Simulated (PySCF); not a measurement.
C₇H₇O, SMILES COc1cc[c]cc1, multiplicity 2.

Coordinates come from a B3LYP-D3(BJ)/def2-SVP optimisation. The isomer is the one that the SMILES or the coordinates give; other isomers of the formula were not compared. Other conformers were not sampled.

The numbers are results of B3LYP-D3(BJ)/def2-SVP in PySCF, not measurements.

Frequencies are harmonic and unscaled.

Computed harmonic wavenumbers and intensities:
```csv
mode,ν (cm⁻¹),IR (km/mol),moving atoms (share of kinetic energy)
1,95,3.2,"C 52 %, H 25 %, O 22 %"
2,221,1.0,"H 56 %, C 33 %, O 11 %"
3,262,2.1,"C 71 %, H 27 %"
4,289,2.4,"H 49 %, C 32 %, O 19 %"
5,416,0.0,"C 71 %, H 29 %"
6,452,1.2,"C 70 %, O 16 %, H 14 %"
7,493,13.5,"C 66 %, H 30 %"
8,563,2.7,"C 50 %, O 37 %, H 12 %"
9,611,0.1,C 92 %
10,689,1.2,"C 69 %, H 31 %"
11,789,20.2,"C 68 %, O 19 %, H 13 %"
12,796,5.8,"H 77 %, C 23 %"
13,820,47.8,"H 58 %, C 41 %"
14,939,1.0,"H 68 %, C 31 %"
15,966,0.2,"H 71 %, C 28 %"
16,989,0.5,"C 90 %, H 10 %"
17,1048,5.6,"C 56 %, H 43 %"
18,1092,38.7,"C 53 %, O 32 %, H 15 %"
19,1101,19.5,"H 74 %, C 24 %"
20,1159,9.2,"H 88 %, C 12 %"
21,1172,0.9,"H 76 %, C 19 %"
22,1203,4.0,"H 69 %, C 25 %"
23,1285,9.4,"H 71 %, C 27 %"
24,1302,207.3,"C 54 %, O 25 %, H 21 %"
25,1364,37.4,C 89 %
26,1408,0.3,"C 76 %, H 22 %"
27,1464,27.5,"H 77 %, C 23 %"
28,1466,6.6,H 97 %
29,1482,46.5,H 94 %
30,1497,35.3,"C 57 %, H 39 %"
31,1619,110.8,"C 88 %, H 11 %"
32,1641,4.1,C 95 %
33,2994,53.2,H 97 %
34,3064,39.4,"H 90 %, C 10 %"
35,3141,19.2,"H 91 %, C 9 %"
36,3176,3.8,"H 92 %, C 8 %"
37,3177,2.8,"H 92 %, C 8 %"
38,3198,2.9,"H 91 %, C 9 %"
39,3212,5.2,"H 92 %, C 8 %"
```
